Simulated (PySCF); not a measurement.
PySCF input for C2H6N2Si2, SMILES C1=N[SiH2][SiH2]C=N1, TDA-PBE/def2-SVPD. The structure is a stationary point at r2SCAN-D4/def2-SVP. The structure was generated by enumeration, and PubChem lists no compound with its InChIKey, so it may never have been made.

```python
import numpy as np
from pyscf import gto, scf, dft, tdscf

mol = gto.M(
    atom='''
    C     0.58726741    1.48351453   -0.48497651
    N     1.62973797    0.85437981   -0.08165907
    C     1.59902843   -0.29963759    0.71878118
    N     0.80804930   -1.29905150    0.63380089
    Si   -0.73162975   -1.31543852   -0.22346317
    Si   -1.23084506    0.96366356   -0.10400561
    H     0.78012889    2.29038695   -1.21714835
    H     2.45891819   -0.33533338    1.41387130
    H    -0.57161821   -1.81956990   -1.62334466
    H    -1.66466247   -2.20819648    0.51755495
    H    -2.12588862    1.66055408   -1.07256115
    H    -1.58451650    1.34644849    1.29837018
    ''',
    basis='def2-SVPD',
    charge=0,
    spin=0,
    max_memory=1600,
    verbose=4,
)
mf = dft.RKS(mol, xc='pbe').density_fit(auxbasis='def2-universal-jkfit')
mf.grids.level = 3
mf.conv_tol = 1e-9
mf.max_cycle = 100
mf.kernel()
mf.grids = dft.Grids(mol).set(level=1).build(with_non0tab=True)  # coarser grid for the response kernel
td = tdscf.TDA(mf)
td.singlet = True
td.nstates = 10
td.conv_tol = 1e-4
td.positive_eig_threshold = 1e-6
td.kernel(x0=td.get_init_guess(mf, 15))
td.analyze()
tt = tdscf.TDA(mf)
tt.singlet = False
tt.nstates = 4
tt.conv_tol = 1e-4
tt.positive_eig_threshold = 1e-6
tt.kernel(x0=tt.get_init_guess(mf, 9))
tt.analyze(verbose=3)
```

Output:

```
PySCF version 2.14.0

[INPUT] verbose = 4
[INPUT] num. atoms = 12
[INPUT] num. electrons = 60
[INPUT] charge = 0
[INPUT] spin (= nelec alpha-beta = 2S) = 0
[INPUT] symmetry False subgroup None
[INPUT] Mole.unit = angstrom
[INPUT] Symbol           X                Y                Z      unit          X                Y                Z       unit  Magmom
[INPUT]  1 C      0.587267410000   1.483514530000  -0.484976510000 AA    1.109774566783   2.803436163513  -0.916472780747 Bohr   0.0
[INPUT]  2 N      1.629737970000   0.854379810000  -0.081659070000 AA    3.079758418105   1.614543847258  -0.154313277887 Bohr   0.0
[INPUT]  3 C      1.599028430000  -0.299637590000   0.718781180000 AA    3.021725798093  -0.566232981725   1.358299573692 Bohr   0.0
[INPUT]  4 N      0.808049300000  -1.299051500000   0.633800890000 AA    1.526991872147  -2.454851556705   1.197710099606 Bohr   0.0
[INPUT]  5 Si    -0.731629750000  -1.315438520000  -0.223463170000 AA   -1.382579852084  -2.485818536503  -0.422284190227 Bohr   0.0
[INPUT]  6 Si    -1.230845060000   0.963663560000  -0.104005610000 AA   -2.325960065174   1.821060204623  -0.196542118318 Bohr   0.0
[INPUT]  7 H      0.780128890000   2.290386950000  -1.217148350000 AA    1.474229943961   4.328204054778  -2.300077034466 Bohr   0.0
[INPUT]  8 H      2.458918190000  -0.335333380000   1.413871300000 AA    4.646681941811  -0.633688248625   2.671829532383 Bohr   0.0
[INPUT]  9 H     -0.571618210000  -1.819569900000  -1.623344660000 AA   -1.080201864714  -3.438488775502  -3.067676813175 Bohr   0.0
[INPUT] 10 H     -1.664662470000  -2.208196480000   0.517554950000 AA   -3.145756158142  -4.172886576429   0.978037109913 Bohr   0.0
[INPUT] 11 H     -2.125888620000   1.660554080000  -1.072561150000 AA   -4.017347263130   3.137992426229  -2.026846825349 Bohr   0.0
[INPUT] 12 H     -1.584516500000   1.346448490000   1.298370180000 AA   -2.994302224854   2.544418886934   2.453564048502 Bohr   0.0

nuclear repulsion = 337.88903616047
number of shells = 76
number of NR pGTOs = 264
number of NR cGTOs = 176
basis = def2-SVPD
ecp = {}


[settings echo left out]
init E= -767.88291645377
  HOMO = -0.257026598788626  LUMO = -0.157399138104907  gap/eV = 2.71100
cycle= 1 E= -767.383312953493  delta_E=  0.5  |g|= 0.486  |ddm|= 5.22
  HOMO = -0.115891268424992  LUMO = -0.0837114162168784  gap/eV = 0.87566
cycle= 2 E= -766.876322743114  delta_E= 0.507  |g|= 1.42  |ddm|= 3.86
  HOMO = -0.192049997747894  LUMO = -0.109371876858695  gap/eV = 2.24979
cycle= 3 E= -767.418328803717  delta_E= -0.542  |g|= 0.276  |ddm|= 3.12
  HOMO = -0.203853801859441  LUMO = -0.127345514164853  gap/eV = 2.08190
cycle= 4 E= -767.438771076753  delta_E= -0.0204  |g|= 0.106  |ddm|= 0.659
  HOMO = -0.202139621548344  LUMO = -0.122951817671004  gap/eV = 2.15481
cycle= 5 E= -767.440675523566  delta_E= -0.0019  |g|= 0.0695  |ddm|= 0.258
  HOMO = -0.203234403248146  LUMO = -0.123325418499971  gap/eV = 2.17443
cycle= 6 E= -767.441757342672  delta_E= -0.00108  |g|= 0.0232  |ddm|= 0.109
  HOMO = -0.202954332287724  LUMO = -0.123573958866568  gap/eV = 2.16005
cycle= 7 E= -767.441895842652  delta_E= -0.000138  |g|= 0.00386  |ddm|= 0.0336
  HOMO = -0.202832886776505  LUMO = -0.123415933231656  gap/eV = 2.16105
cycle= 8 E= -767.441900659161  delta_E= -4.82e-06  |g|= 0.000998  |ddm|= 0.00836
  HOMO = -0.202849587819118  LUMO = -0.123385890401067  gap/eV = 2.16232
cycle= 9 E= -767.441901014187  delta_E= -3.55e-07  |g|= 0.00036  |ddm|= 0.00251
  HOMO = -0.202869776121366  LUMO = -0.123416764708857  gap/eV = 2.16203
cycle= 10 E= -767.441901057958  delta_E= -4.38e-08  |g|= 0.000112  |ddm|= 0.000771
  HOMO = -0.202864085441862  LUMO = -0.123408163824365  gap/eV = 2.16211
cycle= 11 E= -767.441901060865  delta_E= -2.91e-09  |g|= 6.1e-05  |ddm|= 0.000225
  HOMO = -0.20286283429873  LUMO = -0.123408025392976  gap/eV = 2.16208
cycle= 12 E= -767.441901061825  delta_E= -9.6e-10  |g|= 5.52e-06  |ddm|= 0.000106
  HOMO = -0.202863230581682  LUMO = -0.123408756186334  gap/eV = 2.16207
Extra cycle  E= -767.441901061802  delta_E= 2.27e-11  |g|= 1.11e-05  |ddm|= 3.3e-05
converged SCF energy = -767.441901061802
tot grids = 48256
Overwritten attributes  positive_eig_threshold  of <class 'pyscf.tdscf.rks.TDA'>


******** <class 'pyscf.tdscf.rks.TDA'> for <class 'pyscf.df.df_jk.DFRKS'> ********
nstates = 10 singlet
deg_eia_thresh = 1.000e-03
wfnsym = None
conv_tol = 0.0001
eigh lindep = 1e-12
eigh level_shift = 0
eigh max_cycle = 100


Excitation energies (eV)
[2.32843257 3.62944181 4.23291041 4.73183255 4.83802913 5.0687762
 5.26645632 5.44782498 5.60179114 5.70682075]

** Singlet excitation energies and oscillator strengths **
Excited State   1:      2.32843 eV    532.48 nm  f=0.0016
      30 -> 31        0.70435
Excited State   2:      3.62944 eV    341.61 nm  f=0.0218
      29 -> 31        0.68990
Excited State   3:      4.23291 eV    292.91 nm  f=0.0021
      25 -> 31        0.10336
      28 -> 31       -0.67250
Excited State   4:      4.73183 eV    262.02 nm  f=0.0037
      27 -> 31       -0.16634
      30 -> 32       -0.67250
Excited State   5:      4.83803 eV    256.27 nm  f=0.0346
      30 -> 33        0.62945
      30 -> 34        0.28527
Excited State   6:      5.06878 eV    244.60 nm  f=0.0356
      25 -> 31       -0.12698
      27 -> 31       -0.10699
      30 -> 33       -0.26086
      30 -> 34        0.61093
Excited State   7:      5.26646 eV    235.42 nm  f=0.0463
      26 -> 31       -0.23702
      27 -> 31        0.59133
      29 -> 32       -0.13456
      30 -> 32       -0.10621
      30 -> 34        0.12056
      30 -> 36        0.13249
Excited State   8:      5.44782 eV    227.58 nm  f=0.0113
      25 -> 31        0.18248
      26 -> 31       -0.19471
      30 -> 35        0.64996
Excited State   9:      5.60179 eV    221.33 nm  f=0.0306
      25 -> 31       -0.30905
      26 -> 31        0.45607
      27 -> 31        0.11896
      28 -> 32        0.14080
      29 -> 32       -0.25643
      29 -> 33        0.16225
      30 -> 35        0.20584
Excited State  10:      5.70682 eV    217.26 nm  f=0.0055
      25 -> 31       -0.18159
      29 -> 33       -0.64556
      30 -> 36        0.17685

** Transition electric dipole moments (AU) **
state          X           Y           Z        Dip. S.      Osc.
  1        -0.0863     -0.1251      0.0642      0.0272      0.0016
  2        -0.1542     -0.4559      0.1173      0.2454      0.0218
  3         0.0879     -0.0280     -0.1075      0.0201      0.0021
  4         0.0592      0.1666     -0.0306      0.0322      0.0037
  5         0.5139      0.0260      0.1640      0.2917      0.0346
  6        -0.4831      0.1931      0.1254      0.2865      0.0356
  7         0.1584      0.5738      0.0683      0.3590      0.0463
  8         0.2558      0.1161      0.0738      0.0844      0.0113
  9         0.4722      0.0011      0.0069      0.2231      0.0306
 10         0.1071      0.0593     -0.1562      0.0394      0.0055

** Transition velocity dipole moments (imaginary part, AU) **
state          X           Y           Z        Dip. S.      Osc.
  1         0.0060     -0.0034      0.0005      0.0000      0.0004
  2         0.0293      0.0508     -0.0177      0.0038      0.0188
  3        -0.0380      0.0259      0.0114      0.0022      0.0096
  4        -0.0204     -0.0117      0.0109      0.0007      0.0026
  5         0.0308      0.0075      0.0037      0.0010      0.0038
  6        -0.0149      0.0103      0.0096      0.0004      0.0015
  7         0.0024      0.0037     -0.0058      0.0001      0.0002
  8         0.0380      0.0147      0.0098      0.0018      0.0058
  9         0.0392     -0.0226     -0.0044      0.0021      0.0067
 10         0.0082      0.0063     -0.0227      0.0006      0.0020

** Transition magnetic dipole moments (imaginary part, AU) **
state          X           Y           Z
  1         0.0404      0.3573     -0.5783
  2         0.3542     -0.0539      0.7490
  3        -0.3590      0.2829      0.7759
  4         0.4353     -0.0141     -0.2329
  5        -0.2694     -0.0743      0.3990
  6        -0.1630     -0.0832      0.4054
  7         0.3186     -0.0392     -0.3937
  8         0.1727      0.0398      0.2058
  9         0.2417      0.1624     -0.0047
 10        -0.1275     -0.0314      0.5393


******** <class 'pyscf.tdscf.rks.TDA'> for <class 'pyscf.df.df_jk.DFRKS'> ********
nstates = 4 triplet
deg_eia_thresh = 1.000e-03
wfnsym = None
conv_tol = 0.0001
eigh lindep = 1e-12
eigh level_shift = 0
eigh max_cycle = 100


Excitation energies (eV)
[1.96126384 2.88687627 3.42704175 4.24874277]

** Triplet excitation energies and oscillator strengths **
Excited State   1:      1.96126 eV    632.16 nm  f=0.0000
Excited State   2:      2.88688 eV    429.48 nm  f=0.0000
Excited State   3:      3.42704 eV    361.78 nm  f=0.0000
Excited State   4:      4.24874 eV    291.81 nm  f=0.0000
```

The run converged.
